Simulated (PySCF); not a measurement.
An excited-state job on `C=C(C)[Si]1(Br)CC1`.

Computed with TDDFT wB97X-D/def2-SVPD, vertical, gas phase, core orbitals frozen in the response (PySCF 2.14.0, density-fitted response routines). Geometry: GFN2-xTB. A driver script takes a list of jobs; this job's settings line and coordinates (Å) are shown.

Input:
```
{"job": {"kind": "uv", "xc": "wB97X-D", "basis": "def2-SVPD", "nstates": 8, "ntriplets": 3}, "charge": 0, "multiplicity": 1}
C     -1.858289     1.586555    -0.374715
C     -1.116412     0.521630    -0.100515
C     -1.714386    -0.792553     0.294315
Si     0.749693     0.577539    -0.188401
Br     1.533205     2.586020    -0.771141
C      1.915110    -0.465883     0.853771
C      1.853854    -0.876548    -0.635615
H     -2.935413     1.551233    -0.325886
H     -1.431788     2.534270    -0.658146
H     -2.800521    -0.733206     0.310327
H     -1.366187    -1.086142     1.283931
H     -1.417295    -1.572415    -0.405954
H      2.858912    -0.058039     1.187672
H      1.530268    -1.192217     1.555206
H      1.430226    -1.850541    -0.834461
H      2.761423    -0.720761    -1.201799
```

Output:
```
coarse grid: 61896 points
cycle   1  E = -3059.0112261872  dE = -1.530e-01  |g| = 3.676e-01  |ddm| = 6.694e+00
cycle   2  E = -3059.0317977987  dE = -2.057e-02  |g| = 2.774e-01  |ddm| = 1.389e+00
cycle   3  E = -3059.0522253442  dE = -2.043e-02  |g| = 4.822e-02  |ddm| = 5.677e-01
cycle   4  E = -3059.0528376705  dE = -6.123e-04  |g| = 2.105e-02  |ddm| = 1.462e-01
cycle   5  E = -3059.0529542686  dE = -1.166e-04  |g| = 5.735e-03  |ddm| = 4.430e-02
cycle   6  E = -3059.0529637658  dE = -9.497e-06  |g| = 1.330e-03  |ddm| = 1.373e-02
final grid: 129392 points
cycle   7  E = -3059.0525383387  dE = -1.803e-06  |g| = 1.509e-03  |ddm| = 1.492e-02
cycle   8  E = -3059.0525383293  dE =  9.392e-09  |g| = 1.601e-03  |ddm| = 5.737e-03
cycle   9  E = -3059.0525389683  dE = -6.390e-07  |g| = 1.269e-04  |ddm| = 2.755e-03
cycle  10  E = -3059.0525389744  dE = -6.070e-09  |g| = 6.765e-05  |ddm| = 4.190e-04
cycle  11  E = -3059.0525389763  dE = -1.964e-09  |g| = 1.584e-05  |ddm| = 2.121e-04
cycle  12  E = -3059.0525389764  dE = -1.100e-10  |g| = 5.631e-06  |ddm| = 4.894e-05
converged SCF energy = -3059.0525389764

Static polarisability (au): isotropic 106.855, principal 79.844 112.072 128.650

Singlet excitations
state   eV       nm        f      main configurations
  1   5.6234    220.5   0.00180   H->L+1 0.79, H->L+5 0.09
  2   5.8420    212.2   0.27323   H->L 0.96
  3   6.5996    187.9   0.00361   H->L+2 0.46, H->L+3 0.17, H-2->L 0.11
  4   6.7477    183.7   0.00071   H-2->L 0.59, H-5->L 0.12, H->L+2 0.12
  5   6.9625    178.1   0.18454   H-2->L+1 0.57, H-1->L 0.20
  6   7.0780    175.2   0.05774   H-1->L 0.74, H-2->L+1 0.14
  7   7.0924    174.8   0.00664   H-1->L+1 0.70, H-4->L+1 0.08
  8   7.1731    172.8   0.00171   H->L+6 0.44, H->L+5 0.23, H->L+10 0.13

Triplet excitations (Tamm-Dancoff, eV): 4.1805 5.1493 5.2136
```

The SCF starts on a coarse grid where the log names one; the energy can jump when the final grid takes over, and dE then counts from the start density on the new grid. H and L stand for HOMO and LUMO; the number after each pair is its weight.

Question: Which computed singlet has the largest oscillator strength, and what do all of them sum to?

Answer: State 2 at 5.84 eV (212 nm), f = 0.273; the 8 states sum to 0.530.

Question: How does the lowest singlet excitation compare with the HOMO–LUMO gap?

Answer: HOMO -8.49 eV and LUMO 1.12 eV give a gap of 9.61 eV; S1 at 5.62 eV lies 3.99 eV below it.

In short: HOMO -8.49 eV, LUMO 1.12 eV; lowest singlet 5.62 eV; lowest triplet 4.18 eV (Tamm–Dancoff); mean polarisability 106.9 au.

 Relativistic effects, spin–orbit coupling among them, are left out although an element past zinc is present.

Question: How long does this job take on one thread, Arm Neoverse V2, on a shared host?

Answer: About 58 s.

One conformer stands for the species.
Labels such as C1 count atoms from 1, the log's own numbers from 0.

The pairwise dispersion term of wB97X-D wasn't added to the energies; at a given geometry it leaves orbitals and properties as they are.
